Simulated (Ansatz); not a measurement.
The cluster HfAl₆⁺, relaxed as a doublet with UKS r2SCAN-D4/def2-SVP in Ansatz, starting from the r2SCAN-D4/def2-SVP geometry of the neutral singlet. Force threshold 0.02 eV/Å.

In the def2 sets Hf takes a core potential; there is no spin–orbit coupling. The structure comes from a short search, and lower isomers may exist.

Start:

```csv
atom,x (Å),y (Å),z (Å)
Hf1,1.602,-0.169,1.019
Al2,-2.172,0.099,-0.510
Al3,-0.006,-1.148,-1.136
Al4,-0.804,0.998,1.695
Al5,-0.815,-1.473,1.289
Al6,2.181,0.245,-1.645
Al7,0.013,1.449,-0.712
```

```tsv
step	energy (eV)	largest force component (eV/Å)	SCF passes
1	-40864.1711	0.369	38
2	-40864.2118	0.380	51
3	-40864.2213	0.198	51
4	-40864.2300	0.033	43
5	-40864.2302	0.016	44
```

Force components are those of the run's own axes.

End:

| atom | x (Å) | y (Å) | z (Å) |
| --- | --- | --- | --- |
| Hf1 | 1.6295 | -0.1812 | 1.0728 |
| Al2 | -2.1190 | 0.0975 | -0.5088 |
| Al3 | -0.0381 | -1.1847 | -1.1861 |
| Al4 | -0.7753 | 1.0150 | 1.6785 |
| Al5 | -0.7884 | -1.4833 | 1.2709 |
| Al6 | 2.1092 | 0.2385 | -1.5792 |
| Al7 | -0.0179 | 1.4981 | -0.7482 |

By distances, no bond broke or formed. The bond that changes most is Hf1–Al7, from 2.85 to 2.97 Å (atoms count from 1).

No frequencies were taken in this run, so the end may be a saddle point.

Hardware: 4 threads of Arm Neoverse V1 on a shared host. Wall time 63 s.
